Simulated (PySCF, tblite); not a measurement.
Isomers of C8H9OP. All values are computed: GFN2-xTB (tblite) harmonic vibrations without scaling, gas phase. Errors from tens to a few hundred cm⁻¹ against measured bands are possible. Modes of hydrogen on phosphorus can be 10 to 20 % off. One conformer each.

Electronic energies: PBE0/pcSseg-1 single points on the GFN2-xTB geometries (PySCF, gas phase).

| SMILES | electronic energy, lowest = 0 (kcal/mol) |
| --- | --- |
| Cc1cpc(C)c(C=O)c1 | 24.3 |
| O=[P@@H]1CCc2ccccc21 | 0.0 |
| C#Cc1pc(C)oc1CC | 65.5 |

Task: How do GFN2-xTB zero-point energies change the relative energies?

Result: 
| SMILES | ZPE (kcal/mol) | of it from modes above 1550 cm⁻¹ | electronic (kcal/mol) | with ZPE, lowest = 0 (kcal/mol) | lowest mode (cm⁻¹) | rings |
| --- | --- | --- | --- | --- | --- | --- |
| O=[P@@H]1CCc2ccccc21 | 91.8 | 42.3 | 0.0 | 0.0 | 96 | 2 |
| Cc1cpc(C)c(C=O)c1 | 90.9 | 41.1 | 24.3 | 23.3 | 22 | 1 |
| C#Cc1pc(C)oc1CC | 90.6 | 42.6 | 65.5 | 64.3 | 30 | 1 |

The zero-point energies span 1.2 kcal/mol, from `C#Cc1pc(C)oc1CC` to `O=[P@@H]1CCc2ccccc21`. The order is unchanged.

Task: And how do the electronic energies of GFN2-xTB itself compare?

Result: `O=[P@@H]1CCc2ccccc21` 0.0; `Cc1cpc(C)c(C=O)c1` 59.1; `C#Cc1pc(C)oc1CC` 77.2 kcal/mol, lowest = 0. Against the energies above, taken from the same isomer `O=[P@@H]1CCc2ccccc21`, the largest difference is 34.8 kcal/mol.
